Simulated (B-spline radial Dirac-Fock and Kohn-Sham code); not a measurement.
## Ionisation energies of gallium ions, computed and tabulated

These are calculated numbers from a radial atomic solver; the model is Dirac-Fock ΔSCF + Breit + QED. Each value is the difference of the configuration-average energies of two neighbouring ions in their tabulated ground configurations. Correlation and solid-state effects are left out. NIST's values refer to the lowest levels; many for high charge states are themselves semi-empirical or theoretical. Where a p, d or f shell is open in either ion the computed value averages over both j values and all terms, while the table refers to the lowest levels; that difference holds spin-orbit splitting (largest in heavy or highly charged ions), term energies where several electrons share open shells, and correlation, and it can reach 10 % or more.

| ion | configuration | computed (eV) | NIST (eV) | kind | NIST − computed (eV) |
| --- | --- | --- | --- | --- | --- |
| Ga¹⁶⁺ | [Ne] 3s2 3p3 | 591.9 | 599.8 ± 1.4 | semi-empirical | +7.93 |
| Ga¹⁷⁺ | [Ne] 3s2 3p2 | 633.7 | 640 ± 1.5 | semi-empirical | +6.26 |
| Ga¹⁸⁺ | [Ne] 3s2 3p1 | 676.5 | 677 ± 3 | semi-empirical | +0.48 |
| Ga¹⁹⁺ | [Ne] 3s2 | 761.4 | 765.7 ± 0.9 | semi-empirical | +4.28 |
| Ga²⁰⁺ | [Ne] 3s1 | 806.6 | 807.308 ± 0.025 | semi-empirical | +0.70 |
| Ga²¹⁺ | [He] 2s2 2p6 | 2016.4 | 2010 ± 1.1 | semi-empirical | -6.39 |
| Ga²²⁺ | [He] 2s2 2p5 | 2140.2 | 2129 ± 4 | semi-empirical | -11.16 |
| Ga²³⁺ | [He] 2s2 2p4 | 2266.8 | 2258 ± 5 | semi-empirical | -8.84 |
| Ga²⁴⁺ | [He] 2s2 2p3 | 2396.4 | 2391 ± 18 | semi-empirical | -5.43 |
| Ga²⁵⁺ | [He] 2s2 2p2 | 2528.9 | 2543.9 ± 2 | semi-empirical | +14.98 |
| Ga²⁶⁺ | [He] 2s2 2p1 | 2664.3 | 2683 ± 1.4 | semi-empirical | +18.69 |
| Ga²⁷⁺ | [He] 2s2 | 2860.7 | 2868 ± 3 | semi-empirical | +7.26 |
| Ga²⁸⁺ | [He] 2s1 | 2984.3 | 2984.426 ± 0.007 | theoretical | +0.16 |
| Ga²⁹⁺ | 1s2 | 12695.0 | 12696.56 | theoretical | +1.61 |
| Ga³⁰⁺ | 1s1 | 13239.6 | 13239.5 | theoretical | -0.10 |

Problem. Where in this range is the largest relative jump, and why?

Solution. From Ga²⁸⁺ (2984.3 eV) to Ga²⁹⁺ (12695.0 eV), a factor of 4.25. The configuration goes from [He] 2s1 to 1s2, so the next electron comes out of a deeper subshell.
